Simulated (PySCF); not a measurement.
Copper: a sound run and one with changed settings

Sound run: Cu⁺ [Ar] 3d10, Cu²⁺ [Ar] 3d9. Computed with PySCF 2.14 in def2-TZVP, with no relativity, point nucleus. In the sound run the correlated levels freeze [Ar]. The sound run starts from symmetry-adapted Hartree-Fock orbitals and uses a fine grid where one is needed.

Changed run: initial guess minao, at most 50 SCF cycles.

```csv
species,method,sound run (hartree),changed run (hartree),converged
Cu⁺,UHF,-1638.68636,-1638.68636,yes
Cu⁺,MN15,-1640.46560,-1640.46560,yes
Cu⁺,M06-L,-1640.14033,-1640.14033,yes
Cu⁺,MP2,-1639.06177,-1639.06177,yes
Cu²⁺,UHF,-1638.04586,-1638.04586,yes
Cu²⁺,MN15,-1639.69760,-1639.69760,yes
Cu²⁺,M06-L,-1639.40203,-1639.40328,yes
Cu²⁺,MP2,-1638.30395,-1638.30395,yes
```

Ionisation energy of Cu⁺:

```tsv
method	sound run (eV)	changed run (eV)
UHF	17.429	17.429
MN15	20.898	20.898
M06-L	20.090	20.056
MP2	20.621	20.621
SCS-MP2	20.221	20.221
```

Where the changed run lies lower, it found another determinant of the same configuration, with other orbitals of the open shell filled.

For comparison, NIST gives 20.292 eV between the lowest levels.
